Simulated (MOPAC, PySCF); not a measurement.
I4Si, SMILES `I[Si](I)(I)I`, neutral singlet in the gas phase. 

Cartesian coordinates (Å):
```xyz
5

I      2.2135     0.6477    -0.8576
Si     0.0000     0.0000     0.0000
I     -1.4070     2.0048     0.2360
I     -1.0622    -1.5671    -1.5718
I      0.2556    -1.0854     2.1934
```
Charge 0, multiplicity 1.

All levels are single points at this geometry (B3LYP-D3(BJ)/def2-SVP); Pople sets use spherical d functions. Orbital energies aren't observables, and empty levels follow the basis.

B3LYP-D3(BJ)/def2-TZVP in PySCF gives gap (eV) = 4.40.

### Question
Estimate the gap (eV) from each of these levels: M06-2X/def2-TZVP in PySCF; PBE-D3(BJ)/def2-TZVP in PySCF; B3LYP/6-31G* (LANL2DZ on I) in PySCF; B3LYP/LANL2DZ in PySCF; BP86/6-31G* (LANL2DZ on I) in PySCF; SVWN5/6-31G* (LANL2DZ on I) in PySCF; PM3 in MOPAC; PM7 in MOPAC.

### Answer

```tsv
level	gap (eV)
M06-2X/def2-TZVP in PySCF	6.62
PBE-D3(BJ)/def2-TZVP in PySCF	3.04
B3LYP/6-31G* (LANL2DZ on I) in PySCF	4.41
B3LYP/LANL2DZ in PySCF	4.24
BP86/6-31G* (LANL2DZ on I) in PySCF	3.02
SVWN5/6-31G* (LANL2DZ on I) in PySCF	2.94
PM3 in MOPAC	6.28
PM7 in MOPAC	7.63
```
